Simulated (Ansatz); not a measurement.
Name a neutral molecule of C, O, Si and H with size of the dipole moment (ωB97M-V/def2-TZVPP) between 2.20 and 2.50 D and HOMO–LUMO gap (PBE0/def2-TZVPP) between 4.70 and 5.00 eV (Ansatz, PBE0-D4/def2-TZVP geometry).

`CC[Si]O` (2.37 D, 4.72 eV). Other molecules can fit too; these were computed, each in one conformer that needn't be the lowest.
